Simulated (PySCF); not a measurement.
# Worked example: refractive index and permittivity of the vapour

YF3, SMILES [F][Y]([F])[F].

The structure is a stationary point at PBE0-D3(BJ)/def2-TZVP. The isomer is the one that the SMILES or the coordinates give; other isomers of the formula were not compared. The def2 effective core potentials stand for the cores of Y; spin–orbit coupling is left out.

CAM-B3LYP/def2-TZVPD (PySCF) gives a mean static polarisability of 30.4 bohr³ and a dipole moment of 0.00 D. Take an ideal gas at 298.15 K and 0.01 bar, whether or not the substance is that volatile.

Work out n − 1 in the optical limit and the static ε − 1.


Polarisability volume α' = 30.4 × 0.148185 = 4.50 Å³. Number density N = p/kT = 2.43e-7 Å⁻³.
Dilute limit of Lorentz–Lorenz: n − 1 = 2π N α' = 6.9e-6.
Orientation term of Debye: μ²/(3kT) = 8.098 Å³ × μ²(D²) = 0.00 Å³.
ε − 1 = 4π N (α' + μ²/3kT) = 1.4e-5. With no permanent dipole, ε equals n² in this model. Vibrational polarisation and dispersion are left out.
